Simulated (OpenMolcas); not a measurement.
## Re IV: effect of the IPEA shift

```yaml
Program: OpenMolcas
Basis: ANO-RCC-VTZP [8s7p5d3f2g1h]
Scalar_Hamiltonian: DKH2, point nucleus
Active_space: 4 electrons in 9 orbitals (RAS2 5d 6s; RAS3 6p, at most 2 electrons)
State_averaging: 2S+1 = 5 even, 15 roots; 2S+1 = 3 even, 90 roots kept (CI in the orbitals of an earlier block); 2S+1 = 1 even, 90 roots kept (CI in the orbitals of an earlier block); 2S+1 = 5 odd, 51 roots (14 in the spin-orbit step); 2S+1 = 3 odd, 84 roots kept (CI in the orbitals of an earlier block, 5 in the spin-orbit step); 2S+1 = 1 odd, 89 roots kept (CI in the orbitals of an earlier block, 0 in the spin-orbit step)
Spin-orbit_coupling: state interaction with AMFI integrals over the reference wave functions, term energies averaged over their components
```

Methods on the same reference wave functions:
A. RASSCF
B. MS-RASPT2, IPEA 0 Eh, imaginary shift 0.1 Eh (closed shells correlated: 5s 5p)
C. MS-RASPT2, IPEA 0.25 Eh, imaginary shift 0.1 Eh (closed shells correlated: 5s 5p)

Energies in cm-1 above 5d4 5D0, the measured ground level; measured values from the list in Brasseur, Gamrath and Quinet, At. Data Nucl. Data Tables 157, 101636 (2024).

```json
{"Level": "5d4 5D0 [65 %]", "A": "0.0", "B": "0.0", "C": "0.0", "Measured": "0.0"}
{"Level": "5d4 5D1", "A": "2873", "B": "3430", "C": "3300", "Measured": "3084"}
{"Level": "5d4 5D2", "A": "5807", "B": "6560", "C": "6380", "Measured": "5979"}
{"Level": "5d4 5D3", "A": "8355", "B": "9020", "C": "8870", "Measured": "8350"}
{"Level": "5d4 5D4 [74 %]", "A": "10439", "B": "10770", "C": "10710", "Measured": "10121"}
{"Level": "5d4 3P0(1) [55 %]", "A": "16522", "B": "15210", "C": "15440", "Measured": ""}
{"Level": "5d4 3H4 [57 %]", "A": "19796", "B": "18210", "C": "18450", "Measured": "16946"}
{"Level": "5d4 3P1(1)", "A": "21940", "B": "20190", "C": "20530", "Measured": "19340"}
{"Level": "5d4 3G3 [55 %]", "A": "23160", "B": "21000", "C": "21370", "Measured": ""}
{"Level": "5d4 3F2(1) [72 %]", "A": "23213", "B": "20910", "C": "21300", "Measured": "19851"}
{"Level": "5d4 3H5", "A": "24046", "B": "22400", "C": "22720", "Measured": "20930"}
{"Level": "5d4 3H6", "A": "26164", "B": "24520", "C": "24760", "Measured": "22896"}
{"Level": "5d4 3P2(1) [62 %]", "A": "27951", "B": "25490", "C": "25940", "Measured": ""}
{"Level": "5d4 3F3(1) [53 %]", "A": "30501", "B": "27990", "C": "28430", "Measured": ""}
{"Level": "5d4 3D3 [60 %]", "A": "33266", "B": "30050", "C": "30490", "Measured": "28526"}
{"Level": "5d4 3G5", "A": "33925", "B": "31830", "C": "32180", "Measured": "30052"}
{"Level": "5d4 3D1", "A": "36377", "B": "33150", "C": "33630", "Measured": "31543"}
{"Level": "5d4 1I6", "A": "36959", "B": "34760", "C": "34850", "Measured": "32396"}
{"Level": "5d3 6s 5F1", "A": "40593", "B": "39600", "C": "39650", "Measured": "39118"}
{"Level": "5d4 1G4(1) [51 %]", "A": "41055", "B": "38260", "C": "38560", "Measured": ""}
{"Level": "5d4 1S0(1)", "A": "41935", "B": "38140", "C": "38720", "Measured": "36484"}
{"Level": "5d3 6s 5F2", "A": "42753", "B": "41640", "C": "41690", "Measured": "41100"}
{"Level": "5d4 1F3 [54 %]", "A": "45003", "B": "40730", "C": "41050", "Measured": ""}
{"Level": "5d3 6s 5F3 [67 %]", "A": "45539", "B": "44600", "C": "44620", "Measured": "44329"}
```

Deviations, from unrounded energies. A percentage is the sum of absolute deviations over the sum of measured energies, with the sign that they share, or ± where signs differ.

```csv
Against measurement,Levels,A,B,C
mean absolute deviation (cm-1),17,2600,1100,1300
fine structure of the ground term (%),4,±2.6,+8.2,+6.3
other terms of the ground configuration (%),10,+14.9,+5.9,+7.2
other configurations (%),3,+3.5,+1.0,+1.1
```

B lies closest to measurement on these levels and A furthest from it. The largest miss of B in the table is 5d4 1I6, by +2400 cm-1. The ranking rests on the paired levels alone, and a cruder setting can come out closer through cancelling errors.

Between B and C the level of the table that moves most is 5d4 1S0(1), by 580 cm-1 (lowest in B, highest in C). Moves below CASPT2's spread within the term are not significant.

The mean deviations of B to C differ by less than CASPT2's widest spread within a term (770 cm-1), so their order carries little weight.

From A to B the spin-free energies of the other terms of 5d4 shown, above 5D, scale by factors of 0.81 to 0.87, as is usual when dynamic correlation screens the repulsion within a d or f shell.

The lowest spin-free term lies below A's lowest term by 0.286 hartree in B, 0.279 hartree in C.

CASPT2 does not keep the components of a term degenerate, so their means are used; among the terms shown or strongly mixed into the levels shown the widest spread is 770 cm-1 (5d3 6s 5F, B). Some high roots are left out of the spin-orbit mixing, which shifts the levels that they would mix with. Terms from blocks run as CI alone lack orbitals of their own. A single d shell beside an s shell can misplace configurations of different d count against each other. Without dynamic correlation excited terms often stand tens of per cent too high (terms of higher spin than the ground term too low), and those without a measured partner can miss by more than the paired ones (holds for A). Some levels mix across a computed gap that differs much from the measured one, so their mixing is not that of the real levels (holds for A). Blocks of more than 70 roots (2S+1 = 3 even, 1 even) ran without multistate coupling (holds for B; C). Computed and measured levels are paired by configuration, term and J; levels that our copy of the source lacks, or whose pairing is in doubt (as where it misses far off the trend of its configuration), stay unpaired and out of the deviations. Only configurations of the active space appear. Levels that lie high or do not pair safely by name in every column are left out.

A share in square brackets marks a mixed level and gives the weight of the term that names it, the lowest over the columns. A number in round brackets counts repeated terms of one configuration in the order of the reference energies.
